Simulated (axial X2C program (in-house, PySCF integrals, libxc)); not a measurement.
**LiI⁺: from the spin-free to the two-component result**

Computed with an axial X2C code built on PySCF integrals. Spin-free means the one-electron spin-free X2C Hamiltonian; two-component (2c) means X2C with spin–orbit coupling and atomic mean-field two-electron Coulomb and Gaunt terms, so the difference of the two also holds small scalar two-electron terms. Basis: I dyall-cv3z [11s12p8d4f1g], Li dyall-cv3z [7s8p2d] (cores contracted in-house); Gaussian nuclei, density fitting, unrestricted open shells. Masses: I 126.904 u, Li 7.016 u.

Spin-free state: M_S = 1/2, Λ = 1 (beyond evenly filled blocks: π+α, π+β, π-α); fragments I + Li+.

```
    level  Re (Å)  ωe (cm⁻¹)  De (eV)  μ (D)
     PBE0   2.706      299.7    0.702   9.32
       HF   2.754      284.9    0.533   9.77
      MP2   2.759      282.2    0.650    n/a
     CCSD   2.758      283.0    0.656    n/a
  CCSD(T)   2.759      282.7    0.664    n/a
BHandHLYP   2.699      302.9    0.737   9.36
```

Correlated methods: 7 electrons correlated (number of frozen shells: I 4 s, 3 p, 2 d; Li 1 s), 221 virtual spin orbitals or spinors in MP2, 66 natural virtuals in coupled cluster.

Dipoles are positive if Li is the positive end and refer to the centre of mass.

Within this multiplet, which Ω should lie lowest by the rule for regular and inverted multiplets?

The open π shell holds three electrons, one hole, so the multiplet is inverted: Ω = Λ + 1/2 = 3/2. The PBE0 2c search agrees.

Two-component determinant lowest at the distance of the search:

Ω = 3/2 (⟨Sz⟩ = 0.50, ⟨Lz⟩ = 1.00 at HF); fragments I + Li+.

| level | Re (Å) | ωe (cm⁻¹) | De (eV) | μ (D) |
| --- | --- | --- | --- | --- |
| PBE0 | 2.709 | 299.0 | 0.753 | 9.32 |
| HF | 2.757 | 284.6 | 0.536 | 9.77 |
| MP2 | 2.762 | 282.0 | 0.671 | n/a |
| CCSD | 2.761 | 282.8 | 0.666 | n/a |
| CCSD(T) | 2.762 | 282.5 | 0.675 | n/a |
| BHandHLYP | 2.703 | 302.1 | n/a | 9.36 |

From the two tables, how do the constants change at the CCSD(T) level (2c against spin-free)?

At the CCSD(T) level Re rises by 0.003 Å and ωe stays the same within 0.2 cm⁻¹; De changes by 0.011 eV.

One determinant describes the state; a PBE0 search over occupations chose it and may have missed a lower one. Dissociation energies refer to the lowest single-determinant-based atoms at the same level and basis. De is not given where an atomic determinant may have missed its ground term or J level, or where the truncated virtual space spoils (T). Density functionals use the spin component along the axis (collinear). Coupled cluster ran in a truncated set of natural virtual spinors; the MP2 energy of the rest was added. (T) has no such correction and the atoms are truncated less, which lowers De at CCSD(T) by a hundredth of an eV or more. Without a current term, density functionals place determinants with orbital angular momentum somewhat too high. The atomic limit has a lower orbital projection than the molecule and lies lower at mean-field level, so De may be about a tenth of an eV too small.
